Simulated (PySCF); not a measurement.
Computed shifts of a molecule C5H9N, PBE/pcSseg-1 (PySCF), GIAO, gas phase, equivalent atoms averaged, in ppm (number of nuclei): ¹³C: 153.9 (1), 149.6 (1), 123.8 (1), 117.5 (1), 71.8 (1). ¹⁵N: 67.4 (1). ¹H: 6.01 (2), 5.78 (1), 5.60 (1), 5.44 (1), 5.26 (1), 3.66 (1), 0.73 (1), 0.62 (1). References: ¹³C against TMS (σ = 182.0 ppm); ¹⁵N against NH3 (σ = 267.0 ppm); ¹H against TMS (σ = 31.49 ppm), references at their B3LYP-D3(BJ)/def2-TZVP geometries, non-relativistic. Geometry: B3LYP-D3(BJ)/def2-SVP. One conformer was computed; it need not be the lowest.

Question: Which structure fits?
A. C=CC(N)C=C
B. CC=C=CNC
C. CC=C=CCN
D. C=CN(C)C=C

Answer: A, C=CC(N)C=C
